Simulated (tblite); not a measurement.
Species: C₄H₇FO₂Si.
SMILES with atom numbers: `[O:1]=[C:2]1[CH2:3][C@H:4]([O:5][CH2:6][F:7])[SiH2:8]1` (hydrogens: H9, H10 on C3; H11 on C4; H12, H13 on C6; H14, H15 on Si8)

Computed geometry: GFN2-xTB, gas phase.

Q: Give the optimised bond lengths and angles.

A: 
| bond | length (bohr) |
| --- | --- |
| O1=C2 | 2.269 |
| C2–C3 | 2.867 |
| C3–C4 | 2.920 |
| C4–O5 | 2.699 |
| O5–C6 | 2.572 |
| C6–F7 | 2.610 |
| C4–Si8 | 3.664 |
| C2–Si8 | 3.678 |
| C3–H9 | 2.060 |
| C3–H10 | 2.062 |
| C4–H11 | 2.074 |
| C6–H12 | 2.086 |
| C6–H13 | 2.071 |
| Si8–H14 | 2.759 |
| Si8–H15 | 2.749 |

A selection of angles:
| angle | degrees |
| --- | --- |
| O1–C2–C3 | 128.8 |
| O1–C2–Si8 | 137.6 |
| C3–C2–Si8 | 93.5 |
| C2–C3–C4 | 99.1 |
| C3–C4–O5 | 114.8 |
| C3–C4–Si8 | 92.9 |
| O5–C4–Si8 | 111.8 |
| C4–O5–C6 | 115.8 |
| O5–C6–F7 | 112.1 |
| C2–Si8–C4 | 73.7 |

Torsions: O1–C2–C3–C4 170° (antiperiplanar); C2–C3–C4–O5 123° (anticlinal); C3–C4–O5–C6 77° (synclinal); C4–O5–C6–F7 -74° (synclinal); C3–C4–Si8–C2 -6° (synperiplanar); O1–C2–Si8–C4 -171° (antiperiplanar).

O5 (ether oxygen) is bent (angle 115.8°). The 4-membered ring C2–C3–C4–Si8 has internal angles of 73.7° to 99.1° (sum 359°, against 360° for a flat polygon); it is slightly puckered (a soft mode that the optimisation may not have finished), 0.05 Å rms from its mean plane, widest ring torsion 8°. Si8 (SiH2 silicon) has angles from 73.7° to 117.3°. The C–O distances run from 1.201 Å (O1=C2, drawn double) to 1.428 Å (C4–O5, drawn single), a spread of 0.227 Å. Of the pairs four or more bonds apart, C3···F7 is among the closest relative to their van der Waals radii: 3.00 Å, 95 % of the sum of Bondi's values. The C–C distances run from 1.517 Å (C2–C3, drawn single) to 1.545 Å (C3–C4, drawn single), a spread of 0.028 Å.

Point group: C1 (no symmetry element, even within 0.4 Å). Its GFN2-xTB frequencies are all real (lowest 43 cm⁻¹). The numbers are those of one conformer.

The run took 1.5 s of wall time on an Arm Neoverse N1 with one thread, shared host. These figures are those of the optimisation.
